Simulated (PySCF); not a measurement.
**Br₃⁻: fields on a plane**

Computed with PySCF, B3LYP, basis Br def2-SVPD (no relativity, density fitting).

The singlet minimum has Br–Br 2.644 Å (×2); Br–Br–Br 180.0°.

The plane holds Br1 at (0.00, 0.00), Br2 at (2.64, 0.00), Br3 at (-2.64, 0.00) Å. Columns run from x = -4.65 to 4.95 Å, rows from y = 2.25 (top) to -1.95 Å, in steps of 0.3 Å. Other isomers or separated fragments may lie lower.

Task: Give the electron localisation function (set to 0 where the density is under 0.005 e/Å³). Lower edges of the bins: '0' 0.000, '1' 0.089, '2' 0.178, '3' 0.267, '4' 0.356, '5' 0.445, '6' 0.533, '7' 0.622, '8' 0.711, '9' 0.800; top 0.89.

Result: 
```
000023332000001221000002333200000
001345554200014554100024555431000
013467776410026776200146777643100
024578998621148998411268998754200
134789999841279999721489999874310
135798667862378668732687668975310
135883241673462332643761423885310
136862845374533773354735482686310
136862845374533773354735482686310
135883241673462332643761423885310
135798667862378668732687668975310
134789999841279999721489999874310
024578998621148998411268998754200
013467776410026776200146777643100
001345554200014554100024555431000
```

Task: Give the electrostatic potential (V) (cut at 20 V). Lower edges of the bins (V): '_' -4.59, '.' -4.44, ':' -4.21, '-' -3.85, '=' -3.27, '+' -2.35, '*' -0.90, '#' 1.40, '%' 5.05, '@' 10.83; top 20.0, each point printed twice.

Result: 
```
==----::::::..........::::............::::..........::::::----====
----::::..__________........................__________..::::----==
----::....____________........::::........____________....::----==
--::::::::--======--::::::--========--::::::--======--::::::::----
--::::--++**######++======++########++======++######**++--::::----
------++##@@@@@@@@%%**++**%%@@@@@@@@%%**++**%%@@@@@@@@##++--------
----==**@@@@@@@@@@@@##**##@@@@@@@@@@@@##**##@@@@@@@@@@@@**==------
----++##@@@@@@@@@@@@%%##%%@@@@@@@@@@@@%%##%%@@@@@@@@@@@@##++------
----++##@@@@@@@@@@@@%%##%%@@@@@@@@@@@@%%##%%@@@@@@@@@@@@##++------
----==**@@@@@@@@@@@@##**##@@@@@@@@@@@@##**##@@@@@@@@@@@@**==------
------++##@@@@@@@@%%**++**%%@@@@@@@@%%**++**%%@@@@@@@@##++--------
--::::--++**######++======++########++======++######**++--::::----
--::::::::--======--::::::--========--::::::--======--::::::::----
----::....____________........::::........____________....::----==
----::::..__________........................__________..::::----==
```

The lowest empty level of this anion is unbound, so it and the gap depend on the basis.
